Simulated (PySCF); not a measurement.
Magnetisability: (NMe2)3Si-NH-SiH3

Geometry:
```json
{"atom": "Si1", "x (Å)": "0.118", "y (Å)": "-0.172", "z (Å)": "0.020"}
{"atom": "N2", "x (Å)": "0.701", "y (Å)": "-0.500", "z (Å)": "1.613"}
{"atom": "C3", "x (Å)": "0.212", "y (Å)": "-1.585", "z (Å)": "2.425"}
{"atom": "C4", "x (Å)": "1.412", "y (Å)": "0.486", "z (Å)": "2.385"}
{"atom": "N5", "x (Å)": "-1.379", "y (Å)": "0.693", "z (Å)": "0.011"}
{"atom": "C6", "x (Å)": "-1.970", "y (Å)": "1.143", "z (Å)": "-1.226"}
{"atom": "C7", "x (Å)": "-2.370", "y (Å)": "0.470", "z (Å)": "1.033"}
{"atom": "N8", "x (Å)": "1.185", "y (Å)": "0.812", "z (Å)": "-0.907"}
{"atom": "C9", "x (Å)": "2.326", "y (Å)": "0.268", "z (Å)": "-1.591"}
{"atom": "C10", "x (Å)": "1.236", "y (Å)": "2.246", "z (Å)": "-0.797"}
{"atom": "N11", "x (Å)": "0.020", "y (Å)": "-1.752", "z (Å)": "-0.711"}
{"atom": "Si12", "x (Å)": "-0.957", "y (Å)": "-2.278", "z (Å)": "-2.027"}
{"atom": "H13", "x (Å)": "-0.428", "y (Å)": "-1.224", "z (Å)": "3.240"}
{"atom": "H14", "x (Å)": "-0.362", "y (Å)": "-2.270", "z (Å)": "1.809"}
{"atom": "H15", "x (Å)": "1.052", "y (Å)": "-2.126", "z (Å)": "2.876"}
{"atom": "H16", "x (Å)": "0.762", "y (Å)": "0.970", "z (Å)": "3.125"}
{"atom": "H17", "x (Å)": "1.809", "y (Å)": "1.247", "z (Å)": "1.723"}
{"atom": "H18", "x (Å)": "2.242", "y (Å)": "0.014", "z (Å)": "2.922"}
{"atom": "H19", "x (Å)": "-2.501", "y (Å)": "2.086", "z (Å)": "-1.061"}
{"atom": "H20", "x (Å)": "-2.685", "y (Å)": "0.411", "z (Å)": "-1.622"}
{"atom": "H21", "x (Å)": "-1.189", "y (Å)": "1.297", "z (Å)": "-1.963"}
{"atom": "H22", "x (Å)": "-2.957", "y (Å)": "1.381", "z (Å)": "1.184"}
{"atom": "H23", "x (Å)": "-1.879", "y (Å)": "0.212", "z (Å)": "1.965"}
{"atom": "H24", "x (Å)": "-3.061", "y (Å)": "-0.340", "z (Å)": "0.766"}
{"atom": "H25", "x (Å)": "2.434", "y (Å)": "0.738", "z (Å)": "-2.574"}
{"atom": "H26", "x (Å)": "3.255", "y (Å)": "0.437", "z (Å)": "-1.030"}
{"atom": "H27", "x (Å)": "2.188", "y (Å)": "-0.800", "z (Å)": "-1.728"}
{"atom": "H28", "x (Å)": "1.241", "y (Å)": "2.703", "z (Å)": "-1.794"}
{"atom": "H29", "x (Å)": "2.143", "y (Å)": "2.579", "z (Å)": "-0.275"}
{"atom": "H30", "x (Å)": "0.367", "y (Å)": "2.599", "z (Å)": "-0.251"}
{"atom": "H31", "x (Å)": "0.716", "y (Å)": "-2.403", "z (Å)": "-0.390"}
{"atom": "H32", "x (Å)": "-0.516", "y (Å)": "-3.645", "z (Å)": "-2.317"}
{"atom": "H33", "x (Å)": "-0.793", "y (Å)": "-1.418", "z (Å)": "-3.203"}
{"atom": "H34", "x (Å)": "-2.372", "y (Å)": "-2.280", "z (Å)": "-1.630"}
```

Method used: GIAO B3LYP/def2-SVP magnetisability, rotational g tensor and spin-rotation constants, non-relativistic, gas phase (PySCF 2.14.0). Geometry: GFN2-xTB.

How diamagnetic is it, and how anisotropic?

Isotropic -2290 × 10⁻³⁰ J/T², or -137.9 × 10⁻⁶ cm³/mol; principal values -2382, -2259, -2227 × 10⁻³⁰ J/T², anisotropy 142 × 10⁻³⁰ J/T² (root of half the summed squared differences of the principal values). The susceptibility is in cgs units.

Split it along the inertial axes a, b, c into diamagnetic and paramagnetic parts about the centre of mass, with the quadrupole moment.


```csv
axis,χ (10⁻⁶ cm³/mol),diamagnetic (10⁻⁶ cm³/mol),paramagnetic (10⁻⁶ cm³/mol),summed x² of all electrons (Å²),quadrupole Θ (D Å)
a,-143.0,-1979.7,1836.7,326.1,-3.19
b,-135.7,-2275.3,2139.6,256.4,+0.36
c,-135.0,-2471.3,2336.4,210.2,+2.83
```
Anisotropies 2χaa − χbb − χcc = -15.3 and 2χbb − χaa − χcc = +6.6 × 10⁻⁶ cm³/mol. Θ is traceless in Buckingham's convention.

And the rotational g tensor?


| axis | rotational constant (GHz) | g | nuclear part | electronic part |
| --- | --- | --- | --- | --- |
| a | 0.7165 | -0.0062 | 0.6120 | -0.6183 |
| b | 0.6018 | -0.0079 | 0.5971 | -0.6049 |
| c | 0.5532 | -0.0078 | 0.5994 | -0.6072 |

Asymmetric top; isotopes 12C, 1H, 14N, 28Si; no vibrational averaging.
